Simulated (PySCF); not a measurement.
Correlation energy of Ar⁺ (argon, charge +1)

[Ne] 3s2 3p5, 2P determinant. Calculation: PySCF 2.14, in 6-31G* (4s3p1d, 18 functions); the non-relativistic Hamiltonian (point nucleus). Frozen: [Ne]; 7 electrons correlated.

MP2 pair energies summed by pair of shells (mhartree):

```csv
pair,energy,share (%)
3p-3p,-74.54,67.8
3s-3p,-28.61,26.0
3s-3s,-6.72,6.1
```

Total MP2 correlation energy: -109.87 mhartree.

Same-spin part -27.38 and opposite-spin part -82.49 mhartree; SCS-MP2 scales them by 1/3 and 6/5 to -108.12 mhartree.

```tsv
level	correlation energy (mhartree)
CCSD	-126.77
(T)	-1.24
CCSD(T)	-128.01
```

Diagnostics: T1 = 0.0043, D1 = 0.0153, largest double amplitude 0.049.

Cost of the coupled-cluster step: 0.15 s of wall time on 1 thread of Neoverse-N1 (shared host), for 7 correlated electrons.

Iterations:

```
CC2 = 0
CCSD nocc = (np.int64(4), np.int64(3)), nmo = (13, 13)
frozen orbitals [[0, 1, 2, 3, 4], [0, 1, 2, 3, 4]]
max_cycle = 100
direct = 0
conv_tol = 1e-08
conv_tol_normt = 1e-06
diis_space = 8
diis_start_cycle = 0
Init t2, MP2 energy = -0.109871900713796
Init E_corr(UCCSD) = -0.109871900714977
cycle = 1  E_corr(UCCSD) = -0.123516922729001  dE = -0.013645022  norm(t1,t2) = 0.0281374
cycle = 2  E_corr(UCCSD) = -0.1258470339692  dE = -0.00233011124  norm(t1,t2) = 0.00837189
cycle = 3  E_corr(UCCSD) = -0.126784897595996  dE = -0.000937863627  norm(t1,t2) = 0.00304338
cycle = 4  E_corr(UCCSD) = -0.126765296552415  dE = 1.96010436e-05  norm(t1,t2) = 0.000285245
cycle = 5  E_corr(UCCSD) = -0.126767431939789  dE = -2.13538737e-06  norm(t1,t2) = 7.08597e-05
cycle = 6  E_corr(UCCSD) = -0.126767132449583  dE = 2.99490206e-07  norm(t1,t2) = 1.48252e-05
cycle = 7  E_corr(UCCSD) = -0.126767201846655  dE = -6.93970721e-08  norm(t1,t2) = 2.02559e-06
cycle = 8  E_corr(UCCSD) = -0.126767184406587  dE = 1.74400683e-08  norm(t1,t2) = 2.76781e-07
cycle = 9  E_corr(UCCSD) = -0.126767186214709  dE = -1.80812212e-09  norm(t1,t2) = 4.36732e-08
UCCSD converged
E(UCCSD) = -526.3602124984807  E_corr = -0.1267671862147092
UCCSD(T) correction = -0.00124064395393936
```
